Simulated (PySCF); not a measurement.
**Two-dimensional NMR puzzle**

Compound of formula C$_{7}$H$_{10}$NPSi. Correlations simulated from computed shifts and the bond graph:

HSQC (one-bond C–H):
| δH | δC |
| --- | --- |
| 7.99 | 162.5 |
| 4.79 | 42.7 |
| 2.75 | 17.9 |
| 1.88 | 81.9 |

HMBC (two and three bonds, from the bond graph):
| δH | δC |
| --- | --- |
| 7.99 | 146.9, 131.4, 42.7 |
| 4.79 | 162.5, 146.9, 83.4, 81.9 |
| 4.62 | 146.9, 131.4 |
| 2.75 | 146.9, 131.4 |
| 1.88 | 83.4, 42.7 |

Carbons without hydrogens: δ 146.9, 131.4, 83.4.

Fast rotation and ring inversion assumed for equivalent nuclei, relativity neglected, gas phase, one computed conformer. Structure optimised with GFN2-xTB; σ from GIAO-PBE0/pcSseg-1; PySCF 2.14.

Chemical shifts δ = σref − σ; 1H (31.72 ppm), 13C (186.93 ppm) against TMS, all at this level.

Exchangeable hydrogens are left out of these lists.

Question: Which molecule is this?

Answer: `C#CCn1cpc([SiH3])c1C`.

Structure with atom numbers: `[CH:1]#[C:2][CH2:3][n:4]1[cH:5][p:6][c:7]([SiH3:8])[c:9]1[CH3:10]`; H(Xn) means a hydrogen on atom n.

1. δC 162.5 is C5, an aromatic CH next to a ring nitrogen (δH 7.99).
2. δC 146.9 is C9, a substituted aromatic carbon next to a ring nitrogen.
3. δC 131.4 is C7, a substituted aromatic carbon.
4. δC 83.4 is C2, an alkyne carbon.
5. δC 81.9 is C1, a terminal alkyne carbon (δH 1.88).
6. δC 42.7 is C3, a propargylic sp3 CH2 bonded to N (δH 4.79).
7. δC 17.9 is C10, a methyl carbon on an aromatic ring (δH 2.75).
8. HMBC from δH 7.99 reaches the proton-free carbons C9, C7.
9. HMBC from δH 4.79 reaches the proton-free carbons C9, C2.
10. HMBC from δH 4.62 reaches the proton-free carbons C9, C7.
11. HMBC from δH 2.75 reaches the proton-free carbons C9, C7.

The shifts were computed for this structure.

Shifts are as computed. Against solution values, carbons near 30 ppm lie about +3 ppm off and those near 130 ppm about +5 ppm. Of 1211 compounds with measured shifts, 218 miss one by over three times the rms of a fit or turn the order of signals round; such compounds aren't used in these exercises.
